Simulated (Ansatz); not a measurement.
Reactions of CH7FOSi2, SMILES `O[SiH2][SiH2]CF`.

Isolated molecules relaxed with PBE0-D4/def2-TZVP in Ansatz; ΔE leaves out vibrations. CCSD(T)/CBS adds triple-zeta CCSD(T) − MP2 to the extrapolated MP2 energy (def2 sets, frozen cores). This one scheme is used for every species. DFT in def2-TZVPP. For Br outer-core shells are correlated without core-valence functions, which leaves a few kJ/mol of doubt a bond. Scalar relativity is left out up to krypton. Each species was taken in one conformer, which may not be the lowest.

```csv
reaction,CCSD(T)/CBS(def2) (kcal/mol)
`O[SiH2][SiH2]CF` + H₂ → `O[SiH2][SiH3]` + fluoromethane,-10.5
`O[SiH2][SiH2]CF` + HBr → `FC[SiH2]Br` + silanol,-25.4
`O[SiH2][SiH2]CF` + HBr → `O[SiH2][SiH2]Br` + fluoromethane,-29.1
`O[SiH2][SiH2]CF` + `N[SiH3]` → `O[SiH2]N[SiH3]` + `FC[SiH3]`,?
```

(1) Fill in the missing values. (Estimate.)

Largest T1 diagnostic: 0.012, for `O[SiH2][SiH3]`.

Results:

(1) Computed: `O[SiH2][SiH2]CF` + `N[SiH3]` → `O[SiH2]N[SiH3]` + `FC[SiH3]`: -21.2 kcal/mol.
